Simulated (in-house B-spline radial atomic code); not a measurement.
How numerical settings move a run on F+, [He] 2s2 2p4. Computed with an all-electron radial atomic-structure program (B-spline basis): scalar-relativistic (X2C) OLYP, spherical fractional occupations, Fermi nucleus of rms radius 2.8976 fm.

Command:
```bash
python run_scf.py task.json out
```
Settings of the sound reference run:
```
Z                9
electrons        8
configuration    [He] 2s2 2p4
hamiltonian      x2c
method           optx,lyp
spin_polarised   False
nucleus          fermi
rms_radius       2.8976
mass_number      19
atomic_mass      18.9984
speed_of_light   137.036
knot_spacing     0.22
spline_order     8
gauss_points     12
box_radius       35.29
max_iterations   70
damping          0.5
damped_steps     3
diis_vectors     10
tolerance        1e-08
start            Thomas-Fermi
```

Time taken, with all properties: 0.3 s on 1 thread of Arm Neoverse N1, on a shared host.

It converges in 9 iterations to -99.098218 hartree, with 2p at -28.3443 eV. The other runs change the listed settings, some to values that make no sense; their results aren't properties of the atom or ion. Radii are in bohr (the nuclear one in fm), a minus after a letter asks for a j subshell, and «unchanged» means within 1e-8 hartree. The run stops when the residual is below 10 × tolerance × max(1, Z/10), or a noise floor if that is larger, and the energy moves by less than 1e-8 × √|E| hartree; so very loose and very tight tolerances often act alike.

| changed settings | outcome |
| --- | --- |
| gauss_points = 4, max_iterations = 50, tolerance = 0.0001, start = bare nucleus | converged in 9 iterations, energy -2.21e-08 hartree from the reference, 2p level -3.9e-06 eV |
| max_iterations = 3 | not converged after 3 iterations, last residual 4.7e-02, last energy +6.40e-02 hartree from the reference |
| start = bare nucleus | converged in 9 iterations, energy unchanged, 2p level -3.9e-06 eV |
| tolerance = 1e-13 | converged in 9 iterations, energy unchanged |
| electrons = 9, configuration = [He] 2s2 2p4 3p-1, max_iterations = 60 | stopped with error: j subshells need the Dirac Hamiltonian and l > 0 |
| knot_spacing = 1, max_iterations = 5, tolerance = 1e-06 | not converged after 5 iterations, last residual 1.7e-02, last energy +1.53e-01 hartree from the reference |
| gauss_points = 5, max_iterations = 100, start = bare nucleus | converged in 9 iterations, energy +4.39e-08 hartree from the reference, 2p level -4.1e-06 eV |
| max_iterations = 8 | not converged after 8 iterations, last residual 3.9e-07, last energy +0.00e+00 hartree from the reference |
| tolerance = 1e-06 | converged in 8 iterations, energy unchanged, 2p level -4.5e-05 eV |
| electrons = 11, configuration = [He] 2s2 2p4 3s3, max_iterations = 100 | stopped with error: shell 3s holds at most 2 electrons |

Q: What happens with knot_spacing = 1, max_iterations = 2, damping = 0.95?

A: Not converged after 2 iterations, last residual 4.8e-01, last energy +1.03e+00 hartree from the reference.

Q: What happens with hamiltonian = dirac, method = scan,scan?

A: Stopped with error: meta-GGAs are not served with the Dirac Hamiltonian.

Q: What happens with max_iterations = 2?

A: Not converged after 2 iterations, last residual 1.8e-01, last energy +8.91e-01 hartree from the reference.

Q: What happens with max_iterations = 5?

A: Not converged after 5 iterations, last residual 5.4e-03, last energy +1.07e-03 hartree from the reference.
